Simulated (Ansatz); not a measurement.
Cartesian coordinates (Å):
SMILES: B[C@@H]1C[C@@H]2C[C@H]1C[C@@H]2S
```xyz
22

B     -2.7205     0.5026    -0.2183
C     -1.2566     0.2678     0.2366
C     -0.1931     1.3472    -0.1181
C      0.9688     0.5114    -0.6604
C      0.2327    -0.6232    -1.3872
C     -0.5638    -1.0556    -0.1487
C      0.5627    -1.3411     0.8538
C      1.6390    -0.2864     0.4761
S      2.1532     0.6412     1.9552
H     -3.4618    -0.4282    -0.4517
H     -3.1700     1.6275    -0.2594
H     -1.4505     0.2771     1.3386
H      0.1139     1.9488     0.7492
H     -0.5583     2.0391    -0.8931
H      1.6901     1.0862    -1.2602
H     -0.4015    -0.2650    -2.2139
H      0.9046    -1.4075    -1.7712
H     -1.2593    -1.8952    -0.2868
H      0.9625    -2.3601     0.7409
H      0.2222    -1.2406     1.8967
H      2.5318    -0.7895     0.0766
H      3.0539     1.4435     1.3454
```
Charge 0, spin multiplicity 1.

These are frozen-core CCSD(T)/cc-pVDZ // PBE0-D3(BJ)/def2-SVP in Ansatz (a program for electronic structure) values and carry that method's errors.

The HF energy is -694.85013 Ha and the MP2 correlation energy is -1.19952 Ha.

### Question
Estimate the CCSD correlation energy, the (T) correction, the total energy and the T1 diagnostic.

### Answer

CCSD correlation energy: -1.29466 Ha
(T) correction: -0.04550 Ha
CCSD(T) total energy: -696.19030 Ha
T1 diagnostic: 0.009
